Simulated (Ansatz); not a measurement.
`[Se]=CBr` and `[GeH3][CH]=[Se]` differ in one atom or group.

Ansatz, PBE0-D4/def2-TZVP geometries, multiplicity 1. 

Scalar relativity is left out up to krypton.

```tsv
property	`[Se]=CBr`
HOMO energy (ωB97M-V/def2-TZVPP) / eV	-8.97
HOMO energy (B3LYP/def2-TZVPP) / eV	-6.59
size of the dipole moment (B3LYP/def2-TZVPP) / D	0.99
HOMO–LUMO gap (ωB97M-V/def2-TZVPP) / eV	8.05
zero-point energy (PBE0-D4/def2-TZVP) / kJ/mol	41.4
HOMO–LUMO gap (PBE0/def2-TZVPP) / eV	3.85
```

(1) What does the change do to each property? (Estimate.)

## Answers

(1) The calculation gave: 
```csv
property,`[GeH3][CH]=[Se]`,shift
HOMO energy (ωB97M-V/def2-TZVPP) / eV,-8.39,0.58
HOMO energy (B3LYP/def2-TZVPP) / eV,-6.03,0.56
size of the dipole moment (B3LYP/def2-TZVPP) / D,1.43,0.44
HOMO–LUMO gap (ωB97M-V/def2-TZVPP) / eV,7.58,-0.47
zero-point energy (PBE0-D4/def2-TZVP) / kJ/mol,100.9,59.5
HOMO–LUMO gap (PBE0/def2-TZVPP) / eV,3.34,-0.51
```

With PBE0 the HOMO rises by 0.59 eV and the LUMO rises by 0.08 eV, so the gap narrows by about 0.51 eV. PBE moves the HOMO by 0.57 eV and ωB97M-V by 0.58 eV. The zero-point energy changes by 59.5 kJ/mol with +9 modes. Dipoles are sizes alone; their direction can turn.

B3LYP here is the variant with VWN-RPA as its local correlation; programs differ in this.

Spin–orbit coupling is left out; it splits and shifts lone-pair levels of the heavy atoms by tenths of an eV.
